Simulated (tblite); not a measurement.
Computed with GFN2-xTB (tblite): harmonic, unscaled wavenumbers at the GFN2-xTB geometry, gas phase. The method is semi-empirical: single wavenumbers can be off by several per cent or more. Modes of hydrogen on phosphorus and silicon can be 10 to 20 % off. One conformer each. Open shells enter through the occupations alone, without spin polarisation, and single modes of such species can be off by tens of per cent. Thermal functions are those of the rigid rotor and harmonic oscillator, without mixing of conformers.

**Question.** Order these by their zero-point energy, highest first (kJ/mol).
A. `CN(C)/C([SiH3])=P/P`
B. `O=Cc1nc(no1)O[CH2]` [radical]
C. `C1C(C1)C(=O)C(N)=O`
D. `N#C[CH]C1=CCC12CC2` [radical]

**Answer.** D (346.3), A (339.5), C (301.7), B (186.3).

```json
{"SMILES": "N#C[CH]C1=CCC12CC2", "atoms": "17", "mass (u)": "118.07", "symmetry number": "1", "modes under 300 cm⁻¹": "5", "ZPE (kJ/mol)": "346.3", "S translation (J/(mol K))": "168.4", "S rotation": "120.2", "S vibration": "87.9", "S spin": "5.8", "S": "382.2", "Cp": "141.8"}
{"SMILES": "CN(C)/C([SiH3])=P/P", "atoms": "18", "mass (u)": "151.01", "symmetry number": "1", "modes under 300 cm⁻¹": "10", "ZPE (kJ/mol)": "339.5", "S translation (J/(mol K))": "171.4", "S rotation": "124.1", "S vibration": "152.7", "S spin": "0.0", "S": "448.2", "Cp": "177.0"}
{"SMILES": "NC(=O)C(=O)C1CC1", "atoms": "15", "mass (u)": "113.05", "symmetry number": "1", "modes under 300 cm⁻¹": "5", "ZPE (kJ/mol)": "301.7", "S translation (J/(mol K))": "167.8", "S rotation": "118.0", "S vibration": "88.4", "S spin": "0.0", "S": "374.2", "Cp": "131.6"}
{"SMILES": "[CH2]Oc1noc(C=O)n1", "atoms": "12", "mass (u)": "127.01", "symmetry number": "1", "modes under 300 cm⁻¹": "6", "ZPE (kJ/mol)": "186.3", "S translation (J/(mol K))": "169.3", "S rotation": "118.9", "S vibration": "83.5", "S spin": "5.8", "S": "377.5", "Cp": "127.7"}
```

Entropies and Cp are for 298.15 K and 1 bar.
